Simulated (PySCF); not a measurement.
Compound: C5H5FN (doublet state).
Geometry (GFN2-xTB, Å), atoms numbered from 1 in this order:
```
atom  x, y, z in Å
C1     1.6645   -0.6789    0.1241
C2     1.1886    0.5834   -0.0894
C3    -0.1294    0.9042   -0.3397
F4    -0.4503    2.2054   -0.5090
C5    -1.2924   -0.0301   -0.4321
C6    -1.5611   -0.6234    0.8610
N7    -1.7559   -1.0804    1.8892
H8     2.7087   -0.8461    0.3072
H9     1.0187   -1.5380    0.1379
H10    1.8778    1.4172   -0.0730
H11   -2.1783    0.5225   -0.7568
H12   -1.0895   -0.8366   -1.1455
```

The hyperfine couplings belong to this conformer and change with its torsions.

Identity: `C=C[C](F)CC#N` [radical].

Method: PySCF 2.14.0, UKS B3LYP, pcH-1 on C F H N, non-relativistic, mean-field spin-orbit, GIAO. Geometry: GFN2-xTB, one conformer, isolated molecule. Couplings are sensitive to structure, and on GFN2-xTB geometries they can be far from those on DFT ones. The SCF solution wasn't tested for stability. ⟨S²⟩ is 0.776 where a pure state has 0.75.

Question: Predict the first-order ENDOR lines of N7, F4, H8, H9, H11/H12 and H10 under fast tumbling at B = 1215.2 mT (Q band).

Answer: ν± = |νn ± a/2|, one line for each electron-spin manifold; νn = |g_N| × 7.62259 MHz/T × B.

```json
{"nuclei": "N7", "isotope": "14N", "g_N": "0.4038", "νn (MHz)": "3.74", "a_iso (MHz)": "0.62", "lower line (MHz)": "3.43", "upper line (MHz)": "4.05"}
{"nuclei": "F4", "isotope": "19F", "g_N": "5.2577", "νn (MHz)": "48.70", "a_iso (MHz)": "104.30", "lower line (MHz)": "3.45", "upper line (MHz)": "100.85"}
{"nuclei": "H8", "isotope": "1H", "g_N": "5.5857", "νn (MHz)": "51.74", "a_iso (MHz)": "-40.74", "lower line (MHz)": "31.37", "upper line (MHz)": "72.11"}
{"nuclei": "H9", "isotope": "1H", "g_N": "5.5857", "νn (MHz)": "51.74", "a_iso (MHz)": "-38.28", "lower line (MHz)": "32.60", "upper line (MHz)": "70.88"}
{"nuclei": "H11/H12", "isotope": "1H", "g_N": "5.5857", "νn (MHz)": "51.74", "a_iso (MHz)": "25.63", "lower line (MHz)": "38.92", "upper line (MHz)": "64.56"}
{"nuclei": "H10", "isotope": "1H", "g_N": "5.5857", "νn (MHz)": "51.74", "a_iso (MHz)": "12.06", "lower line (MHz)": "45.71", "upper line (MHz)": "57.77"}
```

Question: Which pairs are centred on the nuclear Larmor frequency, and which on half the coupling?

Answer: Centred on νn, since |a| < 2νn: N7, H8, H9, H11/H12 and H10. Centred on |a|/2 and split by 2νn: F4.

Question: At what field would the lower line of H10 fall to zero frequency?

Answer: Where νn = |a|/2, that is B = 6.03 MHz/(5.5857 × 7.62259 MHz/T) = 142 mT, as far as first order holds there.

Class means assume fast exchange of nuclei equivalent by connectivity; if that motion is slow, each nucleus keeps its own coupling. The 1H value of +25.6 MHz is a mean of couplings from 3.8 to 47.4 MHz in this one geometry, not an average over conformers.

The Mulliken spin populations are largest on C1 (+0.65), C3 (+0.61) and C2 (-0.26). The angles at C1 add up to 360.0°, so it is planar.
